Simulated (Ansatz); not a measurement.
Relaxation of C2H5FO2SSn (12 atoms, charge 0, multiplicity 1), to a largest force component of 0.015 eV/Å in at most 40 steps.

Computed with Ansatz, RKS PBE/def2-SVP.

```xyz
12
Properties=species:S:1:pos:R:3
O -0.158 -1.931 -1.798
Sn 0.401 -0.850 -0.239
S -0.064 1.491 -0.367
C 2.075 -1.395 0.811
C 1.284 -1.951 1.921
F 1.575 -1.254 3.109
O -0.055 -1.670 1.533
H -0.890 -2.448 -1.463
H 0.806 1.719 -1.415
H 2.772 -0.517 1.054
H 2.705 -2.201 0.241
H 1.441 -3.012 2.099
```

Problem. Where does it end, and by what steps?

Solution. The forces met the threshold. After 20 steps the energy has fallen by 0.741 eV; H9 moved furthest, 1.09 Å.

| step | energy less start (eV) | largest force component (eV/Å) | accepted |
| --- | --- | --- | --- |
| 0 | 0.0000 | 5.160 | yes |
| 1 | -0.5242 | 1.370 | yes |
| 2 | -0.5876 | 0.623 | yes |
| 3 | -0.6103 | 0.530 | yes |
| 4 | -0.6477 | 0.276 | yes |
| 5 | -0.6631 | 0.201 | yes |
| 6 | -0.6876 | 0.509 | yes |
| 7 | -0.6957 | 0.419 | yes |
| 8 | -0.7233 | 0.222 | yes |
| 9 | -0.6471 | 1.064 | no |
| 10 | -0.7324 | 0.173 | yes |
| 11 | -0.7332 | 0.307 | yes |
| 12 | -0.7362 | 0.221 | yes |
| 13 | -0.7399 | 0.094 | yes |
| 14 | -0.7399 | 0.068 | yes |
| 15 | -0.7407 | 0.020 | yes |
| 16 | -0.7409 | 0.027 | yes |
| 17 | -0.7411 | 0.048 | yes |
| 18 | -0.7411 | 0.027 | yes |
| 19 | -0.7412 | 0.019 | yes |
| 20 | -0.7412 | 0.010 | yes |

```xyz
12
Properties=species:S:1:pos:R:3
O 0.136 -1.731 -1.858
Sn 0.607 -0.780 -0.154
S -0.245 1.502 -0.305
C 2.307 -1.686 0.892
C 1.311 -1.900 2.049
F 1.533 -0.869 2.981
O 0.025 -1.840 1.556
H -0.803 -1.583 -2.089
H -0.217 1.441 -1.669
H 3.211 -1.099 1.134
H 2.559 -2.616 0.345
H 1.469 -2.858 2.603
```

Time of the run: 92 s on 2 threads of Arm Neoverse V1, on a shared host, peak memory 0.2 GiB.
